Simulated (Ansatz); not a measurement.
Cost and result for the atomization energy of CH9BGeSi, SMILES `B[SiH2][CH2][GeH3]` (13 atoms, 12 bonds).

```tsv
atom	x (Å)	y (Å)	z (Å)
B1	-1.9451	0.9469	1.7357
Si2	-0.2511	0.1440	1.0103
C3	-0.1120	0.0362	-0.8559
Ge4	1.5595	-0.7627	-1.4886
H5	-2.0783	1.0617	2.9198
H6	-2.8490	1.3207	1.0460
H7	-0.1234	-1.2275	1.5937
H8	0.8990	0.9357	1.5455
H9	-0.1965	1.0378	-1.2875
H10	-0.9441	-0.5539	-1.2509
H11	1.6960	-2.1944	-0.9413
H12	2.7568	0.0708	-0.9991
H13	1.5882	-0.8154	-3.0276
```

Total charge 0; spin multiplicity 1. Correlated methods include outer-core shells of Ge, which these sets cover unevenly. Scalar relativity is left out up to krypton. The structure was optimised at the PBE0-D4/def2-TZVP level. It is one conformer, not always the lowest. Program: Ansatz. All runs use 4 threads of an Arm Neoverse V1 on a shared host. Times are those of one run each, without the atoms' runs, and a repeat can differ threefold. Electronic energies, without spin–orbit coupling; frozen cores. CCSD(T)/CBS adds CCSD(T) − MP2 in def2-TZVPP to the MP2 limit, and its time is that of the two runs behind it. T1 = 0.011. With those shells the extrapolation isn't a true limit. B3LYP takes the VWN-RPA correlation (the form of Gaussian; ORCA's B3LYP/G).

CCSD(T)/CBS is a level of theory with its own doubt, some kJ/mol a heavy atom from the limit and from the frozen cores, so smaller differences don't rank the functionals.

```csv
level,functions,wall time
PBE-D4/def2-TZVPP (with forces),278,4.8 s
PBE0-D4/def2-TZVPP,278,6 s
B3LYP-D4/def2-TZVPP (with forces),278,8.5 s
r2SCAN-D4/def2-TZVPP (with forces),278,8.5 s
B2PLYP/def2-TZVPP,278,11 s
ωB97X-V/def2-TZVPP,278,13 s
ωB97M-V/def2-TZVPP (with forces),278,21 s
MP2/def2-QZVPP,543,55 s
CCSD(T)/def2-TZVPP,278,5 min
CCSD(T)/CBS(def2),–,5.9 min
```

Question: What atomization energy does each give, and how far from CCSD(T)/CBS? (Estimate.)

Answer: Ansatz gave: 
```tsv
level	atomization (kcal/mol)	difference from CCSD(T)/CBS	per bond
PBE-D4/def2-TZVPP (with forces)	969.2	-4.5	-0.4
PBE0-D4/def2-TZVPP	967.6	-6.1	-0.5
B3LYP-D4/def2-TZVPP (with forces)	972.5	-1.2	-0.1
r2SCAN-D4/def2-TZVPP (with forces)	975.4	1.7	0.1
B2PLYP/def2-TZVPP	961.0	-12.7	-1.1
ωB97X-V/def2-TZVPP	979.6	5.9	0.5
ωB97M-V/def2-TZVPP (with forces)	972.3	-1.4	-0.1
MP2/def2-QZVPP	961.3	-12.4	-1.0
CCSD(T)/def2-TZVPP	955.3	-18.4	-1.5
CCSD(T)/CBS(def2)	973.7	0.0	0.0
```

The D4 term adds +10.0 kcal/mol with B3LYP and +5.3 kcal/mol with PBE0; it sums over pairs of atoms, weighted by their polarisabilities, and B3LYP, whose exchange is more repulsive, gets the larger term. In def2-TZVPP, CCSD(T) changes the Hartree–Fock value by +206.7 kcal/mol (the triples alone add +8.6 kcal/mol) and MP2 by +201.9 kcal/mol; breaking electron pairs costs correlation energy, which Hartree–Fock lacks.
